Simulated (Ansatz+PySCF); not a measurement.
# doublet BeH: levels of theory in one basis

```xyz
2

Be    0.0000    0.0000   -0.2581
H     0.0000    0.0000    1.0325
```

Basis set: 6-31G (spherical functions). All electrons are correlated. Correlation on ROHF uses semicanonical orbitals with singles. Charge 0, multiplicity 2.

Computed with Ansatz (development build ahead of 0.2.0); each method stands on the lowest determinant of its kind that the runs found.

```tsv
method	E − E(ROHF) (eV)	<S²> of the determinant
ROHF	0.00	0.75
UHF	-0.01	0.75
ROHF-MP2	-0.45	–
UHF-MP2	-0.45	0.75
ROHF-CCSD	-0.67	–
UHF-CCSD	-0.67	0.75
ROHF-CCSD(T)	-0.68	–
full CI (lowest root of this spin)	-0.69	–
```

Problem. Is a single determinant a sound starting point here?

Solution. By this sign, yes. Unrestricted orbitals gain 0.01 eV and <S²> is 0.75 against 0.75 for a pure state.
